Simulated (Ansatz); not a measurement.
Molecule: CH$_{3}$AlBr$_{2}$O, charge 0, multiplicity 1. 
Structure (B3LYP-D3(BJ)/def2-TZVP (Ansatz, a first-principles code) minimum search):
```
O
C 1 1.4129
H 2 1.0921 1 109.41
H 2 1.0921 3 108.51 1 -119.31
H 2 1.0938 3 108.68 4 -118.03
Al 1 1.6686 2 135.92 3 120.62
Br 6 2.2378 1 118.99 2 -180.00
Br 6 2.2496 1 120.30 2 0.00
```

Basis-set convergence of Hartree-Fock and CCSD(T) correlation energies (hartree) with Ansatz. Correlated levels leave the core frozen unless marked. Spin-orbit coupling is left out. Frozen are the shells of the preceding noble gas and the d and f shells that filled before the atom's block. No relativistic terms.

```tsv
basis	functions	E(HF)	E(corr, CCSD(T))
def2-SVPD	173	-5500.64472	-0.70744
def2-TZVPPD	290	-5501.48574	-0.87503
def2-QZVPPD	500	-5501.59580	-0.94286
```

Extrapolating the two largest sets (X = 3 and 4) as X^-3: E(corr) = (64·(-0.94286) - 27·(-0.87503))/37 = -0.9924 Eh, an estimate of the basis-set limit. The largest set recovers 95.0 % of it, the smallest 71.3 %.
